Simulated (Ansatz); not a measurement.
The same path of C2H6BNO2S (13 atoms, charge 0, multiplicity 1) was run twice with different band settings. The coordinate that changes most is the dihedral H10–C4–O5–B6.

Theory: Ansatz, RKS PBE/6-31G*.

Relaxed end points:

```xyz
13
Properties=species:S:1:pos:R:3
N -0.184 -1.680 1.004
C 0.858 -1.506 0.142
O 1.824 -2.262 0.036
C 0.769 -0.253 -0.740
O -0.411 0.533 -0.489
B -0.311 1.852 -0.148
S -1.810 2.830 0.158
H -0.980 -1.048 0.991
H -0.206 -2.514 1.586
H 1.686 0.343 -0.586
H 0.745 -0.583 -1.793
H 0.750 2.411 -0.033
H -2.709 1.844 -0.113
```

```xyz
13
Properties=species:S:1:pos:R:3
N -0.403 -1.847 0.527
C 0.859 -1.504 0.142
O 1.777 -2.298 -0.068
C 1.100 0.002 -0.032
O -0.068 0.797 0.244
B -0.573 1.646 -0.699
S -2.041 2.650 -0.330
H -1.090 -1.131 0.749
H -0.613 -2.826 0.704
H 1.893 0.301 0.674
H 1.468 0.177 -1.059
H -0.083 1.762 -1.794
H -2.205 2.236 0.957
```

Common settings: movable images 5; climbing image yes; optimiser quadratic models (default); start path IDPP; force threshold 0.05 eV/Å; iteration limit 60; end points relaxed.

| run | spring |
| --- | --- |
| 1 | 5.0 eV/Å² |
| 2 | 20.0 eV/Å² |

(1) What does each run give, and how far can it be trusted?

Answers

(1) Run 1: converged after 5 iterations, highest image 0.026 eV above the first end. A vibrational analysis at the climbing image gives one clearly imaginary mode, 55i cm⁻¹: a first-order saddle point.
Run 2: converged after 5 iterations, highest image 0.026 eV above the first end. Another band between the same ends (5 images) ends at a top of the same energy, where a vibrational analysis finds 1 clearly imaginary mode.
